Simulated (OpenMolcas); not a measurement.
I3+: from CASSCF to CASPT2

```yaml
Program: OpenMolcas
Basis: ANO-RCC-VTZP [7s6p4d2f1g]
Scalar_Hamiltonian: DKH2, point nucleus
Active_space: 2 electrons in 3 orbitals (5p)
State_averaging: 2S+1 = 3 even, 3 roots; 2S+1 = 1 even, 6 roots
Spin-orbit_coupling: RASSI with atomic mean-field integrals over the reference wave functions, term energies averaged over their components
```

Methods on the same reference wave functions:
A. CASSCF
B. SS-CASPT2, IPEA 0.25 Eh, imaginary shift 0.1 Eh (closed shells correlated: 4d 5s)
C. XMS-CASPT2, IPEA 0.25 Eh, imaginary shift 0.1 Eh (closed shells correlated: 4d 5s)

Energies in cm-1 above 5s2 5p2 3P0.

```csv
Level,A,B,C
5s2 5p2 3P0,0.0,0.0,0.0
5s2 5p2 3P1,5666,6040,6030
5s2 5p2 3P2 [75 %],10295,10110,10000
5s2 5p2 1D2 [75 %],23087,21210,20910
5s2 5p2 1S0,41159,36080,36270
```

Between B and C the level of the table that moves most is 5s2 5p2 1D2 [75 %], by 300 cm-1 (lowest in C, highest in B). Moves below CASPT2's spread within the term are not significant.

From A to B the spin-free energies of the other terms of 5s2 5p2 shown, above 3P, scale by factors of 0.76 to 0.80.

The lowest spin-free term lies below A's lowest term by 0.497 hartree in B, 0.502 hartree in C.

CASPT2 breaks the degeneracy within a term, and the mean is taken; among the terms shown or strongly mixed into the levels shown the widest spread is 740 cm-1 (5s2 5p2 1D, C). With the s shell closed, the reference lacks s² → p² mixing. Levels of configurations outside the active space are missing.

A share in square brackets marks a mixed level and gives the weight of the term that names it, the lowest over the columns.
